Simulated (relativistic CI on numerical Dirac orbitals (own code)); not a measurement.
Slater and spin-orbit integrals, Dy³¹⁺

Method of calculation: Dirac-Coulomb-Breit CI, orbitals from a KLI potential per configuration, model QED (radiative potential, 1s self-energy scaled to tabulated hydrogen-like ionisation energies), unscaled Slater integrals (own radial code, finite nucleus).

Slater integrals F^k, G^k are unscaled and averaged over j, outside the closed core [Ar] 3d10; ζ comes from projecting the Hamiltonian with its Breit term on Σ l·s of the shell.

- 4s2 4p5: ζ(4p) = 267470 cm⁻¹; <r>(4p) = 0.4907, <r^2>(4p) = 0.2722 (bohr units).
- 4s2 4p4 4d: F^2(4p,4p) = 209040, ζ(4p) = 267930, F^2(4p,4d) = 205050, G^1(4p,4d) = 255030, G^3(4p,4d) = 163430, ζ(4d) = 33272 cm⁻¹; <r>(4p) = 0.4907, <r^2>(4p) = 0.2722, <r>(4d) = 0.4936, <r^2>(4d) = 0.2782 (bohr units).
- 4s 4p5 4d: G^1(4s,4p) = 273720, ζ(4p) = 267720, G^2(4s,4d) = 201690, F^2(4p,4d) = 205000, G^1(4p,4d) = 254980, G^3(4p,4d) = 163390, ζ(4d) = 33473 cm⁻¹; <r>(4s) = 0.4784, <r^2>(4s) = 0.2571, <r>(4p) = 0.4908, <r^2>(4p) = 0.2723, <r>(4d) = 0.4937, <r^2>(4d) = 0.2783 (bohr units).

Averages of the first 10 configurations, taken without configuration mixing, which lowers the lowest level and can move excited configurations by several eV; other configurations of the list can lie among them:

| Configuration | Parity | States | Average energy above the lowest level (eV) |
| --- | --- | --- | --- |
| 4s2 4p5 | odd | 6 | 18.2 |
| 4s 4p6 | even | 2 | 142.7 |
| 4s2 4p4 4d | even | 150 | 170.3 |
| 4s 4p5 4d | odd | 120 | 290.7 |
| 4s2 4p4 4f | odd | 210 | 327.4 |
| 4s 4p5 4f | even | 168 | 448.1 |
| 4p6 4d | even | 10 | 420.4 |
| 4s 4p4 4d2 | even | 1350 | 441.4 |
| 4s2 4p3 4d 4f | even | 2800 | 480.1 |
| 4p6 4f | odd | 14 | 578.1 |
